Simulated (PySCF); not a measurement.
C₄H₁₂FPSi.
Cartesian coordinates in Å at the GFN2-xTB level; atoms count from 1:
```xyz
19
C4H12FPSi angstrom
C     -1.141   -1.620   -0.393
C     -1.246   -0.264   -1.080
C     -0.352    0.818   -0.472
C     -0.791    1.173    0.938
F     -0.022    2.211    1.416
Si     1.522    0.392   -0.489
P      2.002   -0.767    1.367
H     -1.484   -1.568    0.637
H     -0.112   -1.975   -0.396
H     -1.755   -2.351   -0.916
H     -2.287    0.072   -1.049
H     -0.970   -0.378   -2.130
H     -0.481    1.721   -1.077
H     -1.833    1.510    0.979
H     -0.643    0.340    1.634
H      1.805   -0.461   -1.649
H      2.280    1.640   -0.629
H      2.136    0.341    2.183
H      3.361   -0.823    1.117
```

Computed, not measured: TDDFT PBE0/def2-SVPD, vertical, gas phase, core orbitals frozen in the response in PySCF 2.14.0, density-fitted response routines.

Transition dipole moments from the ground state, in atomic units and in the frame of the coordinates above (overall signs are arbitrary), for the states with f of 0.002 or more among the lowest 7:

| state | E (eV) | μx | μy | μz |
| --- | --- | --- | --- | --- |
| S1 | 6.440 | -0.115 | 0.345 | -0.077 |
| S2 | 6.708 | 0.195 | 0.445 | -0.387 |
| S3 | 6.899 | 0.214 | -0.418 | 0.774 |
| S4 | 7.272 | 0.184 | -0.200 | 0.210 |
| S5 | 7.413 | -0.060 | -0.010 | -0.093 |
| S6 | 7.488 | -0.042 | 0.132 | 0.123 |
| S7 | 7.636 | 0.245 | 0.024 | -0.166 |

Q: Work out the oscillator strengths.

A: f = (2/3) ΔE |μ|² with ΔE in hartree (27.2114 eV).

```tsv
state	|μ|² (au)	|μ| (D)	f
S1	0.138	0.94	0.022
S2	0.386	1.58	0.063
S3	0.820	2.30	0.139
S4	0.118	0.87	0.021
S5	0.012	0.28	0.002
S6	0.034	0.47	0.006
S7	0.088	0.75	0.016
```

Q: Which bond between heavy atoms lies closest to the direction of the S3 transition dipole?

A: Si6–P7, at 4° from it; next C1–C2 at 36°.

Q: What angle do the transition dipoles of S4 and S7 make?

A: |cos θ| = |μa·μb| / (|μa| |μb|) = 0.05, so θ ≈ 87° (taken between 0 and 90°, since the signs are arbitrary).

Q: What peak molar absorption coefficient would the strongest computed level give as a lone Gaussian band 0.4 eV wide at half height?

A: ε(max) = 2.175×10⁸ f / FWHM, with the width in cm⁻¹. S3: 2.175×10⁸ × 0.1386 / 3226 ≈ 9300 L mol⁻¹ cm⁻¹.

One conformer stands for the species.

Without π bonds the low states may be Rydberg-like; a valence basis with one diffuse set may place them up to an eV too high.
